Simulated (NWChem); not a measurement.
System: hydrogen telluride (H₂Te); SMILES [TeH2]

The following NWChem deck was run.

```
start job
memory heap 200 mb stack 900 mb global 1100 mb
geometry units angstroms noautosym nocenter noautoz
  Te     0.000000     0.000000     0.037872
  H      0.000000    -1.178491    -1.135270
  H      0.000000     1.178491    -1.135270
end
basis spherical bse
  Te library x2c-svpall-s
  H library x2c-svpall-s
end
relativistic
  zora on
  zora:cutoff 1d-30
end
dft
  xc xpbe96 cpbe96
  grid fine
  iterations 150
end
property
  shielding 2 1 2
end
task dft property
```

Coordinates come from a PBE0/def2-SVP (def2 core potentials past Kr) optimisation.

GIAO values for the isolated, static molecule; σ is the absolute isotropic shielding, δ = σ(reference) − σ with the isolated reference molecule computed at the same levels (1H: tetramethylsilane). Spin-orbit effects, on the heavy nuclei and on their neighbours, are missing.

Atoms are numbered as in the input.

**Question.** What results follow from this input? (PBE/x2c-SVPall-s, scalar ZORA without spin-orbit coupling, GIAO.) Quantities: σ Te1 (ppm); δ H2 (ppm).

**Answer.** 
```yaml
"σ Te1 (ppm)": 3404.7
"δ H2 (ppm)": 1.38
```
